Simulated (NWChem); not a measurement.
BeHSeF; SMILES [F][Be][SeH]

```xyz
4

Be    -0.0092     1.2346     0.0000
F     -0.0186     2.6097     0.0000
Se    -0.0365    -0.8110     0.0000
H      1.4463    -0.8504     0.0000
```
Atoms are numbered in this order, from 1.

Results from NWChem. Pople sets run with spherical d functions. Medium grid unless said otherwise, to which SCAN and Minnesota functionals are sensitive. Geometry: optimised at B3LYP/6-31G* (spherical d).

Order these by “dipole (D)”, lowest first: TPSSh/6-31G*; M06-L/6-31G*; LC-wPBE (HJS exchange hole, range parameter 0.4 per bohr)/6-31G*.

M06-L/6-31G* (0.61), TPSSh/6-31G* (0.67), LC-wPBE (HJS exchange hole, range parameter 0.4 per bohr)/6-31G* (0.77)
